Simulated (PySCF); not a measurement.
# Spinor energies of Si⁺ (silicon, charge +1)

Start: [Ne] 3s2 3p1; 3p3/2 filled at m_j = +3/2. Calculated with PySCF 2.14 in x2c-SVPall-2c with one added diffuse shell each of s, p type (5s5p1d, 25 functions): generalised Hartree-Fock with the X2C-1e Hamiltonian and a Gaussian nucleus; one run each with spin-orbit coupling (SO) switched off, then screened by Boettger's factors. This is a chosen level, not necessarily the ground level.

```json
{"spinor shell": "1s1/2", "electrons": "2", "ε, spin-free (eV)": "-1885.7", "ε, screened SO (eV)": "-1885.7", "weight of nominal j (screened SO)": "1.000", "rms radius, screened SO (bohr)": "0.129"}
{"spinor shell": "2s1/2", "electrons": "2", "ε, spin-free (eV)": "-177.78", "ε, screened SO (eV)": "-177.79", "weight of nominal j (screened SO)": "1.000", "rms radius, screened SO (bohr)": "0.613"}
{"spinor shell": "2p1/2", "electrons": "2", "ε, spin-free (eV)": "-125.36", "ε, screened SO (eV)": "-125.74", "weight of nominal j (screened SO)": "0.974", "rms radius, screened SO (bohr)": "0.598"}
{"spinor shell": "2p3/2", "electrons": "4", "ε, spin-free (eV)": "-125.36", "ε, screened SO (eV)": "-125.19", "weight of nominal j (screened SO)": "0.987", "rms radius, screened SO (bohr)": "0.600"}
{"spinor shell": "3s1/2", "electrons": "2", "ε, spin-free (eV)": "-22.827", "ε, screened SO (eV)": "-22.830", "weight of nominal j (screened SO)": "0.999", "rms radius, screened SO (bohr)": "2.25"}
{"spinor shell": "3p3/2", "electrons": "1", "ε, spin-free (eV)": "-15.961", "ε, screened SO (eV)": "-15.948", "weight of nominal j (screened SO)": "1.000", "rms radius, screened SO (bohr)": "2.71"}
```

```tsv
quantity	spin-free	screened SO
E (hartree)	-289.06500	-289.06465
M_J	3/2	3/2
⟨J²⟩	3.761	3.761
⟨L²⟩	2.008	2.008
⟨S²⟩	0.753	0.753
```

Each row is a mean over spinors that exchange with the open shell spreads, by up to 2.353 eV (3s1/2).

Without spin-orbit coupling the j labels of p, d and f shells carry no meaning; the spin-free column gives the mean over the occupied spinors of each nl shell.
